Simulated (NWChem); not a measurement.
System: CH4N2OSi; SMILES N#CO[SiH2]N

```xyz
9

N      0.2536     2.8649     0.1967
C     -0.0994     1.7578     0.1572
O     -0.5145     0.5516     0.1180
Si     0.4600    -0.8664    -0.1107
N     -0.5189    -2.2514    -0.0976
H      1.1005    -0.6948    -1.4374
H      1.4030    -0.8856     1.0341
H     -0.8728    -2.6498     0.7641
H     -1.0771    -2.5212    -0.8989
```
Atoms are numbered in this order, from 1.

Coordinates come from a PBE0/def2-SVP optimisation.

Q: Give the principal values of the shielding tensors (ppm) of N1, C2, O3, Si4, N5 from LDA (Slater exchange, VWN5)/pcSseg-1, GIAO (NWChem), with their diamagnetic and paramagnetic parts as GIAO splits them.

A: 
```
atom    σ11    σ22    σ33  isotropic  diamagnetic  paramagnetic
----  -----  -----  -----  ---------  -----------  ------------
N1    -68.5  -40.2  334.9       75.4        336.7        -261.3
C2    -45.1  -40.6  287.9       67.4        258.5        -191.1
O3    189.9  211.3  358.1      253.1        399.3        -146.1
Si4   305.2  346.5  358.0      336.6        881.5        -544.9
N5    191.8  229.2  249.9      223.6        319.2         -95.6
```
